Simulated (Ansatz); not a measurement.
Geometry optimisation, Ansatz, RKS PBE0-D4/STO-3G.

Input file:

```yaml
crystal:
  periodic: [false, false, false]
  atoms:
    - { symbol: O, position_ang: [-0.7419, -0.0005, 2.1187] }
    - { symbol: Si, position_ang: [0.4691, -0.305, 1.0847] }
    - { symbol: "N", position_ang: [-0.1868, -1.1232, -0.1637] }
    - { symbol: C, position_ang: [-0.4498, -0.0825, -1.0305] }
    - { symbol: S, position_ang: [0.7858, 0.449, -2.0913] }
    - { symbol: H, position_ang: [-1.6055, -0.4071, 1.8629] }
    - { symbol: H, position_ang: [1.3977, 0.8597, 0.9068] }
    - { symbol: H, position_ang: [0.5637, -1.7122, -0.6138] }
    - { symbol: H, position_ang: [-1.2342, 0.6793, -0.6735] }
    - { symbol: H, position_ang: [1.085, 1.5915, -1.3973] }
basis:
  gaussian: { orbitals: STO-3G }
hamiltonian:
  xc: pbe0
  dispersion: d4
relax:
  f_tol: 0.015
  max_steps: 40
```

Command:

```bash
$ ansatz run input.yaml --threads 1 --pin off --max-ram 2048MiB --backend cpu --events-out ev --progress --plain --runs-dir out
```

Task: Where does it end, and by what steps?

Result: It converged. Limits of this set-up: minimal basis. After 24 steps the energy has fallen by 2.679 eV; H9 moved furthest, 1.97 Å.

| step | energy less start (eV) | largest force component (eV/Å) | accepted |
| --- | --- | --- | --- |
| 0 | 0.0000 | 6.159 | yes |
| 1 | -1.4081 | 3.411 | yes |
| 2 | -1.8954 | 2.118 | yes |
| 3 | -2.1464 | 1.646 | yes |
| 4 | -2.2574 | 1.134 | yes |
| 5 | -2.3408 | 1.066 | yes |
| 6 | -2.4058 | 0.472 | yes |
| 7 | -2.4309 | 0.370 | yes |
| 8 | -2.4556 | 0.195 | yes |
| 9 | -2.4677 | 0.363 | yes |
| 10 | -2.4783 | 0.367 | yes |
| 11 | -2.4934 | 0.591 | yes |
| 12 | -2.5185 | 0.751 | yes |
| 13 | -2.5595 | 0.739 | yes |
| 14 | -2.5872 | 0.806 | yes |
| 15 | -2.6152 | 0.856 | yes |
| 16 | -2.6067 | 1.426 | no |
| 17 | -2.6591 | 0.652 | yes |
| 18 | -2.6689 | 0.422 | yes |
| 19 | -2.6745 | 0.179 | yes |
| 20 | -2.6772 | 0.134 | yes |
| 21 | -2.6782 | 0.102 | yes |
| 22 | -2.6788 | 0.071 | yes |
| 23 | -2.6790 | 0.027 | yes |
| 24 | -2.6791 | 0.008 | yes |

```xyz
10
Properties=species:S:1:pos:R:3
O -1.267 -0.694 2.342
Si 0.312 -0.342 1.726
N -0.087 -0.386 -0.136
C 0.320 0.465 -1.079
S 0.635 0.031 -2.752
H -1.243 -1.691 2.543
H 0.167 1.128 1.758
H -0.300 -1.337 -0.541
H 0.561 1.484 -0.744
H 0.984 1.291 -3.114
```

Time of the run: 81 s on 1 thread of Arm Neoverse V1 (shared host), peak memory 0.17 GiB.
